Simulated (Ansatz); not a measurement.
Basis-set extrapolation for `[SiH3]C[SiH]1CC1` (PBE0-D4/def2-TZVP geometry, frozen core, Ansatz 0.2.0). Multiplicity 1, RHF reference.

|  | def2-TZVPP | def2-QZVPP |
| --- | --- | --- |
| HF | -697.322423 | -697.346011 |
| MP2 correlation | -0.770715 | -0.820752 |
| CCSD(T) correlation | -0.869598 | not run |

Energies in hartree. Use E(X) = E(∞) + A·exp(−7.88·√X) for Hartree–Fock and E(X) = E(∞) + B·X^(−2.97) for correlation, with X = 3 and 4, and add CCSD(T) minus MP2 of the smaller set to the MP2 limit.

**Question.** What is the CCSD(T) energy at the basis-set limit?

**Answer.** HF limit: -697.346011 + (-0.023588) × 0.13774 = -697.34926. MP2 limit: -0.820752 + (-0.050037) × 0.74074 = -0.85782. Higher-order term: -0.869598 − (-0.770715) = -0.09888. Total: -698.30596 hartree, 299.1 kJ/mol below CCSD(T)/def2-TZVPP.
